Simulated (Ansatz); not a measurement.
Gas-phase electronic energies from Ansatz, PBE0-D4/def2-TZVP geometries. CCSD(T)/CBS is the MP2 limit (def2-TZVPP, def2-QZVPP) plus CCSD(T) − MP2 in def2-TZVPP, frozen cores. Elements past krypton have def2 core potentials. For Sn outer-core shells are correlated without core-valence functions, which leaves a few kJ/mol of doubt a bond. Each species was taken in one conformer, which may not be the lowest.

`N[SiH](F)[SiH2][SiH3]` + `[OH][SnH3]` → `N[SiH](F)[O][SnH3]` + `[SiH3][SiH3]`  (cleavage of the Si–Si bond)

```json
{"species": "`N[SiH](F)[SiH2][SiH3]`", "HF/def2-QZVPP energy (Eh)": "-1025.58032"}
{"species": "`[OH][SnH3]`", "HF/def2-QZVPP energy (Eh)": "-290.57293"}
{"species": "`N[SiH](F)[O][SnH3]`", "HF/def2-QZVPP energy (Eh)": "-734.83582"}
{"species": "`[SiH3][SiH3]`", "HF/def2-QZVPP energy (Eh)": "-581.38364"}
```

Task: Work out ΔE.

Result: ΔE = (-734.83582) + (-581.38364) − (-1025.58032) − (-290.57293) = -0.06621 Eh = -41.5 kcal/mol. CCSD(T)/CBS gives -35.2 kcal/mol.

Largest T1 diagnostic among the species: 0.014.

From PBE to PBE0 (25 % exact exchange), in def2-TZVPP and without D4, ΔE moves by −2.6 kcal/mol. In def2-TZVPP, CCSD(T) changes the Hartree–Fock value by +5.4 kcal/mol (the triples alone add +0.8 kcal/mol) and MP2 by +4.5 kcal/mol.
